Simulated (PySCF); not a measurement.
Compound: C6H7P.
Geometry (PBE0-D3(BJ)/def2-SVP, Å), atoms numbered from 1 in this order:
```xyz
14
C6H7P angstrom
P      2.662   -0.242    0.669
C      0.879   -0.082    0.246
C      0.112   -1.215   -0.051
C     -1.260   -1.106   -0.272
C     -1.888    0.135   -0.193
C     -1.134    1.268    0.110
C      0.237    1.161    0.331
H      3.123    0.902   -0.051
H      3.014   -1.151   -0.374
H      0.589   -2.197   -0.117
H     -1.841   -2.001   -0.510
H     -2.963    0.221   -0.368
H     -1.616    2.246    0.173
H      0.815    2.059    0.568
```

Method: PBE0-D3(BJ)/def2-SVP geometry optimisation, gas phase (PySCF 2.14.0).

Masses are those of the commonest isotopes; rigid-rotor values at the optimised geometry. The values belong to one conformer with, in the numbering `[PH2:1][c:2]1[cH:3][cH:4][cH:5][cH:6][cH:7]1`, H–P1–C2–C3 140° and 45°.

**Question.** What are A, B and C (GHz)?

**Answer.** Ia = 92.29, Ib = 335.26, Ic = 424.08 u·Å²; 505379 MHz·u·Å²/I gives 5476, 1507 and 1192 MHz, that is A = 5.4758, B = 1.5074, C = 1.1917 GHz.

**Question.** Classify the top.

**Answer.** An asymmetric top; Ray's κ = -0.853.

**Question.** What does the inertial defect say?

**Answer.** Not planar: Δ = Ic − Ia − Ib = -3.47 u·Å². For a rigid frame Δ = −2 Σ m c², so Σ m c² = 1.74 u·Å² lies off the ab plane: 1.54 from hydrogen and 0.19 from heavier atoms. The atom farthest from that plane is 0.88 Å away.

**Question.** Give the other two planar moments, Paa and Pbb, and the rms extents of the mass along the axes.

**Answer.** Paa = Σ m a² = (Ib + Ic − Ia)/2 = 333.53 and Pbb = Σ m b² = (Ia + Ic − Ib)/2 = 90.56 u·Å². With the mass M = 110.03 u, the rms extents √(P/M) along a, b and c are 1.74, 0.91, 0.13 Å.

**Question.** Where do the levels up to J = 3 lie, in MHz?

**Answer.** Above 0(0,0):
J = 1: 1(0,1) 2699, 1(1,1) 6668, 1(1,0) 6983
J = 2: 2(0,2) 8079, 2(1,2) 11750, 2(1,1) 12697, 2(2,1) 24602, 2(2,0) 24621
J = 3: 3(0,3) 16105, 3(1,3) 19363, 3(1,2) 21256, 3(2,2) 32700, 3(2,1) 32790, 3(3,1) 53342, 3(3,0) 53343

**Question.** Which types of transition are allowed, and where do some lines up to J = 5 fall?

**Answer.** The dipole components are |μa| = 0.73 D, |μb| = 0.00 D, |μc| = 0.74 D; the mirror of this Cs structure is the ac plane, so μb vanishes by symmetry and there are no b-type lines. The squared components, which scale the intensities, stand as 0.97 : 1.00 (a : c). Some lines, for components of 0.1 D or more:

| type | branch | J(Ka,Kc) | MHz | lower level (cm⁻¹) |
| --- | --- | --- | --- | --- |
| a | Q | 5(2,3) ← 5(2,4) | 613 | 1.899 |
| a | Q | 2(1,1) ← 2(1,2) | 947 | 0.392 |
| c | Q | 4(1,4) ← 4(0,4) | 2770 | 0.891 |
| a | Q | 4(1,3) ← 4(1,4) | 3153 | 0.984 |
| c | Q | 3(1,3) ← 3(0,3) | 3258 | 0.537 |
| c | Q | 2(1,2) ← 2(0,2) | 3671 | 0.269 |
| c | Q | 1(1,1) ← 1(0,1) | 3968 | 0.090 |
| a | Q | 5(1,4) ← 5(1,5) | 4718 | 1.405 |
| a | R | 2(0,2) ← 1(0,1) | 5380 | 0.090 |
| a | R | 3(1,3) ← 2(1,2) | 7613 | 0.392 |
| a | R | 4(1,4) ← 3(1,3) | 10131 | 0.646 |
| c | Q | 4(2,3) ← 4(1,3) | 10836 | 1.089 |
| c | Q | 2(2,1) ← 2(1,1) | 11905 | 0.424 |
| a | R | 5(0,5) ← 4(0,4) | 13150 | 0.891 |
| a | R | 5(4,1) ← 4(4,0) | 13536 | 3.103 |
| c | R | 2(2,1) ← 1(1,1) | 17935 | 0.222 |
| c | R | 5(1,4) ← 4(0,4) | 20121 | 0.891 |
| c | Q | 3(3,1) ← 3(2,1) | 20552 | 1.094 |
| c | R | 3(3,1) ← 2(2,1) | 28740 | 0.821 |
| c | Q | 4(4,1) ← 4(3,1) | 28848 | 2.141 |
| c | Q | 5(5,1) ← 5(4,1) | 37099 | 3.555 |
| c | R | 5(4,2) ← 4(3,2) | 42388 | 2.141 |

**Question.** Estimate the classical rotational partition function at 25 K, 298.15 K and 500 K.

**Answer.** Point group Cs, symmetry number σ = 1; q = (√π/σ)·√((kT/h)³/(ABC)), k/h = 20836.6 MHz/K: 6720 at 25 K, 277000 at 298.15 K, 601000 at 500 K.

Stationary, but not proved a minimum. These are rigid-rotor constants of the computed structure; measured ground-state constants (B0) also hold zero-point vibration.

Hardware: Arm Neoverse V1, one thread, on a shared host. Cost: 45 s, 0.59 GiB resident at most. These figures are those of the optimisation.
